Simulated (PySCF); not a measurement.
Isomers of C7H12, mass 96.094 u with the commonest isotopes. Level of theory: PBE0-D3(BJ)/def2-SVP geometry optimisation, gas phase in PySCF. One conformer each, none proved a minimum here; rigid rotors.

Question: Order these by rotational constant A, largest first.
A. `[CH:1]#[C:2][CH2:3][C@@H:4]([CH3:5])[CH2:6][CH3:7]` with C2–C3–C4–C5 -66°, C3–C4–C6–C7 57°
B. `[CH3:1][CH2:2][CH2:3][C:4]1=[CH:5][CH2:6][CH2:7]1` with C1–C2–C3–C4 -63°, C2–C3–C4–C5 121°
C. `[CH2:1]1[CH2:2][CH2:3][C@H:4]2[CH2:5][C@H:6]2[CH2:7]1` with C7–C1–C2–C3 65°, C1–C2–C3–C4 -49°, C2–C3–C4–C5 -52°, C3–C4–C5–C6 109°
D. `[CH2:1]=[C:2]([CH3:3])/[C:4]([CH3:5])=[CH:6]/[CH3:7]` with C1–C2–C4–C5 0°

Answer: B (5186 MHz), D (4170 MHz), C (3826 MHz), A (3027 MHz).

Question: Order these by out-of-plane moment Σ m c² = (Ia + Ib − Ic)/2, largest first.
A. `[CH2:1]=[C:2]([CH3:3])/[C:4]([CH3:5])=[CH:6]/[CH3:7]` with C1–C2–C4–C5 0°
B. `[CH2:1]1[CH2:2][C@@H:3]2[CH2:4][CH2:5][C@@H:6]2[CH2:7]1` with C7–C1–C2–C3 38°, C1–C2–C3–C4 74°, C2–C3–C4–C5 -108°, C3–C4–C5–C6 0°
C. `[CH3:1][CH2:2][CH2:3][C:4]1=[CH:5][CH2:6][CH2:7]1` with C1–C2–C3–C4 -63°, C2–C3–C4–C5 121°
D. `[CH:1]#[C:2][CH2:3][C@@H:4]([CH3:5])[CH2:6][CH3:7]` with C2–C3–C4–C5 -66°, C3–C4–C6–C7 57°
E. `[CH2:1]1[CH2:2][CH2:3][C@H:4]2[CH2:5][C@H:6]2[CH2:7]1` with C7–C1–C2–C3 65°, C1–C2–C3–C4 -49°, C2–C3–C4–C5 -52°, C3–C4–C5–C6 109°

Answer: C (46.05 u·Å²), D (41.60 u·Å²), B (34.66 u·Å²), E (26.76 u·Å²), A (4.74 u·Å²).

Question: Order these by rotational constant C, smallest first.
A. `[CH2:1]1[CH2:2][C@@H:3]2[CH2:4][CH2:5][C@@H:6]2[CH2:7]1` with C7–C1–C2–C3 38°, C1–C2–C3–C4 74°, C2–C3–C4–C5 -108°, C3–C4–C5–C6 0°
B. `[CH2:1]1[CH2:2][CH2:3][C@H:4]2[CH2:5][C@H:6]2[CH2:7]1` with C7–C1–C2–C3 65°, C1–C2–C3–C4 -49°, C2–C3–C4–C5 -52°, C3–C4–C5–C6 109°
C. `[CH:1]#[C:2][CH2:3][C@@H:4]([CH3:5])[CH2:6][CH3:7]` with C2–C3–C4–C5 -66°, C3–C4–C6–C7 57°
D. `[CH2:1]=[C:2]([CH3:3])/[C:4]([CH3:5])=[CH:6]/[CH3:7]` with C1–C2–C4–C5 0°

Answer: D (1318 MHz), C (1520 MHz), B (2042 MHz), A (2233 MHz).

```csv
SMILES,point group,Ia (u·Å²),Ib (u·Å²),Ic (u·Å²),κ,μa (D),μb (D),μc (D)
C1CC[C@H]2C[C@H]2C1,C1,132.08,168.99,247.55,0.06,0.13,0.00,0.11
C=C(C)/C(C)=C/C,near Cs,121.19,271.81,383.52,-0.62,0.57,0.13,0.02
C#CC[C@@H](C)CC,C1,166.93,248.80,332.54,-0.32,0.57,0.23,0.24
C1C[C@@H]2CC[C@@H]2C1,Cs,120.63,174.99,226.29,-0.33,0.07,0.00,0.11
CCCC1=CCC1,C1,97.46,325.51,330.86,-0.99,0.32,0.13,0.19
```
